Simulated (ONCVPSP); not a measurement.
# Cutoff test, K (Z = 19), ONCV

| Item | Value |
| --- | --- |
| Element | potassium (K) |
| Generator | ONCVPSP 4.0.1 |
| Type | optimised norm-conserving Vanderbilt (ONCV) |
| Functional | BLYP |
| Relativity | scalar-relativistic |
| Frozen core | [Ne] |
| Valence charge | 9 |
| Reference configuration | 3s2 3p6 (charge +1) |
| Partial waves | 3s: rc 1.25 bohr, ncon 4, nbas 7, qcut 4.7 1/bohr, 1 projector; 3p: rc 2.10 bohr, ncon 3, nbas 7, qcut 7.1 1/bohr, 1 projector; d scattering state at 0.03 Ha: rc 2.30 bohr, ncon 5, nbas 9, qcut 3.8 1/bohr, 3 projectors, debl 2.7 Ha; f scattering state at 0.22 Ha: rc 1.85 bohr, ncon 4, nbas 7, qcut 6.2 1/bohr, 2 projectors, debl 3.5 Ha |
| Local potential | polynomial inside 1.10 bohr (lpopt 5, dvloc0 2 Ha) |
| Core correction | none |

In the d channel the program set the typed energies aside and used 0.050, 2.750, 5.450 Ha.

**Question.** For each optimised wave give the share of its norm inside rc, the residual kinetic energy above qcut (Ha) and the cutoffs (Ha) for errors of 10, 1, 0.1 and 0.01 mHa per electron.

**Answer.**

```csv
wave,norm inside rc,residual KE,10 mHa,1 mHa,0.1 mHa,0.01 mHa
3s,0.543,2.9e-02,24.8,67.9,81.3,113.6
3p,0.870,2.0e-09,9.1,12.5,15.5,18.1
d projector 1,0.194,2.2e-02,9.2,46.7,55.7,61.6
d projector 2,0.185,4.6e-01,27.4,64.4,72.5,78.3
d projector 3,0.143,1.6e+00,19.8,41.9,82.2,92.6
f projector 1,0.005,8.5e-07,1.5,4.0,8.9,14.2
f projector 2,0.167,2.6e-03,16.0,21.6,58.1,73.1
```

The occupied waves need 68 Ha and 81 Ha for 1 and 0.1 mHa. Rows with under 1 % of the norm inside rc give no meaningful cutoff.
